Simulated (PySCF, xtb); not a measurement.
AuF5, SMILES [F][Au]([F])([F])([F])[F], multiplicity 1.

GFN2-xTB (xtb) at its own geometry gives an orbital gap of 0.66 eV and a dipole moment of 1.00 D.

The structure is a stationary point at PBE0-D3(BJ)/def2-SVP. The spin state was assumed, not searched. The def2 effective core potentials stand for the cores of Au; spin–orbit coupling is left out.

Problem. What does HF/def2-TZVP (PySCF) give? (An estimate is asked for; the answer gives what the named calculation found.)

Solution. gap 11.75 eV (levels -17.01 and -5.26 eV), dipole 0.92 D.
